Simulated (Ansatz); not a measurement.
The same molecule with X = F, Cl, Br. Ansatz, PBE0-D4/def2-TZVP geometries, multiplicity 1.

Outer-core shells of Br, Ge are correlated without core-valence functions. Scalar relativity is left out up to krypton. Spin–orbit coupling is left out.

| X | molecule | vertical ionisation energy (CCSD(T)/def2-TZVPP) / eV | mean X–Ge bond length / Å | HOMO–LUMO gap (PBE/def2-TZVPP) / eV | size of the dipole moment (PBE/def2-TZVPP) / D | HOMO energy (PBE/def2-TZVPP) / eV |
| --- | --- | --- | --- | --- | --- | --- |
| F | `[F][GeH]` | 9.89 | 1.757 | 2.42 | 1.71 | -6.07 |
| Br | `[GeH][Br]` | 9.41 | 2.339 | 2.10 | 1.52 | -6.00 |

Problem. Give the row for X = Cl, `[Cl][GeH]`. (Best estimate.)

Solution. The calculation gave: 
| X | molecule | vertical ionisation energy (CCSD(T)/def2-TZVPP) / eV | mean X–Ge bond length / Å | HOMO–LUMO gap (PBE/def2-TZVPP) / eV | size of the dipole moment (PBE/def2-TZVPP) / D | HOMO energy (PBE/def2-TZVPP) / eV |
| --- | --- | --- | --- | --- | --- | --- |
| Cl | `[Cl][GeH]` | 9.58 | 2.183 | 2.20 | 1.59 | -6.05 |

From F to Br the vertical ionisation energy (CCSD(T)/def2-TZVPP) falls at each step, by 0.48 eV in all; the mean X–Ge bond length rises at each step, by 0.582 Å in all; the HOMO–LUMO gap (PBE/def2-TZVPP) falls at each step, by 0.32 eV in all; the HOMO energy (PBE/def2-TZVPP) rises at each step, by 0.07 eV in all. Bonds lengthen as the atom grows down the group. Dipoles are sizes alone, and their direction can turn along the series.
